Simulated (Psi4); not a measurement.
ethylenediamine (C2H8N2), singlet, at a GFN2-xTB geometry. Base run: SVWN/6-31G* (Psi4 1.11).

Input for Psi4:
```
memory 2 GB

molecule {
0 1
  N     1.80389178    0.38626777   -0.22442841
  C     0.55694421    0.17700189    0.49221348
  C    -0.55492179   -0.18446869   -0.49175578
  N    -1.75934788   -0.55072401    0.23450925
  H     2.55231782    0.59994733    0.42532920
  H     1.71475544    1.17096056   -0.86238442
  H     0.23886758    1.05364064    1.08495630
  H     0.69696335   -0.65910161    1.18080159
  H    -0.23414157   -1.04963774   -1.07605929
  H    -0.70278446    0.65914184   -1.18994644
  H    -2.49325710   -0.81799969   -0.41196303
  H    -2.09666295    0.23904307    0.77595401
}

set basis 6-31g*

energy('svwn')
print_variables()
```

Each row names what was changed in the base input (with any setting that the change needs).

```json
[
 {"change": "base", "ΔE vs base (eV)": "0.00", "point group used": "c1", "SCF cycles": "8"},
 {"change": "jitter_ang = 0.002", "ΔE vs base (eV)": "0.00", "point group used": "c1", "SCF cycles": "9"},
 {"change": "molecule keys = symmetry c1", "ΔE vs base (eV)": "0.00", "point group used": "c1", "SCF cycles": "8"},
 {"change": "molecule keys = symmetry c1, no_reorient, no_com", "ΔE vs base (eV)": "0.00", "point group used": "c1", "SCF cycles": "8"},
 {"change": "molecule keys = no_reorient", "ΔE vs base (eV)": "0.00", "point group used": "c1", "SCF cycles": "8"}
]
```
